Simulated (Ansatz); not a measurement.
Li11⁺. Total charge 1; singlet. Geometry r2SCAN/def2-SVP.

```
atom   x (Å)   y (Å)   z (Å)
 Li1  -1.445  -1.924  -1.546
 Li2   0.209   0.884  -2.379
 Li3  -0.248   0.511   2.749
 Li4  -0.024  -0.548   0.284
 Li5   1.707  -1.915  -1.263
 Li6  -1.462   1.907  -0.221
 Li7   2.363  -0.914   1.677
 Li8  -2.619  -0.925   1.229
 Li9   1.470   1.913   0.041
Li10  -0.124  -3.071   1.462
Li11   0.173   4.082  -2.033
```

B3LYP takes the VWN-RPA correlation. The restricted singlet is unstable towards broken spin symmetry in Hartree–Fock (as tested in another run); at PBE/def2-SVP, B3LYP/6-31G, PBE0/def2-SVP, BHLYP/def2-TZVP and others this wasn't settled. The structure comes from a short search, and lower isomers may exist.

Question: Estimate the orbital energies around the gap (eV) in Ansatz with PBE/def2-SVP, B3LYP/6-31G, PBE0/def2-SVP, BHLYP/def2-TZVP, ωB97X-V/def2-TZVP.

Answer: 
| orbital | PBE/def2-SVP | B3LYP/6-31G | PBE0/def2-SVP | BHLYP/def2-TZVP | ωB97X-V/def2-TZVP |
| --- | --- | --- | --- | --- | --- |
| HOMO−9 | -53.15 | -56.79 | -57.23 | -61.80 | -59.77 |
| HOMO−8 | -53.02 | -56.79 | -57.14 | -61.80 | -59.76 |
| HOMO−7 | -53.02 | -56.79 | -57.13 | -61.78 | -59.76 |
| HOMO−6 | -53.01 | -56.74 | -57.12 | -61.74 | -59.71 |
| HOMO−5 | -51.42 | -55.05 | -55.44 | -59.93 | -57.80 |
| HOMO−4 | -7.76 | -8.47 | -8.65 | -9.47 | -11.08 |
| HOMO−3 | -6.71 | -7.20 | -7.35 | -7.92 | -9.21 |
| HOMO−2 | -6.41 | -6.79 | -6.91 | -7.32 | -8.41 |
| HOMO−1 | -6.40 | -6.77 | -6.88 | -7.28 | -8.37 |
| HOMO | -5.61 | -5.92 | -6.05 | -6.39 | -7.39 |
| LUMO | -4.85 | -4.39 | -4.34 | -3.74 | -3.01 |
| LUMO+1 | -4.84 | -4.37 | -4.34 | -3.72 | -2.99 |
| LUMO+2 | -4.76 | -4.30 | -4.23 | -3.64 | -2.89 |
| LUMO+3 | -4.75 | -4.29 | -4.23 | -3.64 | -2.89 |
| LUMO+4 | -4.58 | -4.11 | -4.05 | -3.50 | -2.69 |
| LUMO+5 | -4.06 | -3.60 | -3.52 | -2.94 | -2.12 |
